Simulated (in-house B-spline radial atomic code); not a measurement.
RPA and G0W0 on PBE0: Br VIII (Br7+)

Configuration [Ar] 3d10, mean-field start PBE0. Computed with a B-spline radial code for spherical atoms: all electrons, scalar-relativistic (spin-free one-electron X2C), finite nucleus, each spin shell either full or empty, empty states to l = 9 with an (l + 1/2)⁻⁴ tail; G0W0 by contour deformation at full frequency.

Command:
```bash
python run_gw.py task.json out
```
Settings (radii: box in bohr, nucleus in fm):
```
Z                        35
electrons                28
configuration            [Ar] 3d10
hamiltonian              x2c
method                   pbe0
lmax                     9
rms_radius               4.1629
spin_polarised           False
box_radius               8.41
intervals                67
```

Cost of the run: 2.7 s on 1 thread of Arm Neoverse N1, on a shared host.

Energies (hartree):

```json
{"term": "mean-field total", "value": "-2592.57203"}
{"term": "Hartree-Fock functional on these orbitals", "value": "-2591.36132"}
{"term": "direct second order", "value": "-2.3619"}
{"term": "second-order exchange", "value": "0.68928"}
{"term": "SOSEX correction", "value": "0.64575"}
```

**Question.** What is the RPA correlation energy, and what remains with SOSEX?

**Answer.** RPA gives -2.1058 hartree (-2.05 eV per electron); RPA + SOSEX gives -1.4601, and the second-order doubles -1.6727 hartree (no singles). SOSEX takes back 31 % of the RPA value.

Quasi-particle levels (eV):

```tsv
level	occupied	mean field	Σx - vxc	Σc	QP weight	G0W0
3d	yes	-181.04	-14.49	?	?	?
3p	yes	-291.28	-23.52	8.02	0.871	-306.77
4s	no	-109.03	7.45	-1.41	0.994	-102.99
```

G0W0 = mean field + (Σx - vxc) + Σc, with Σc (partial-wave tail included) taken at the quasi-particle energy. Only the outer levels were computed. Levels of low weight are left out.

**Question.** Where does G0W0 put 3d?

**Answer.** At -193.42 eV, with Σc = 2.11 eV and a quasi-particle weight of 0.970. The tabulated removal energy is 192.61 ± 0.06 eV (NIST, measured); the calculation leaves out spin-orbit coupling, Breit and QED terms, and what these don't explain is the method's own error.
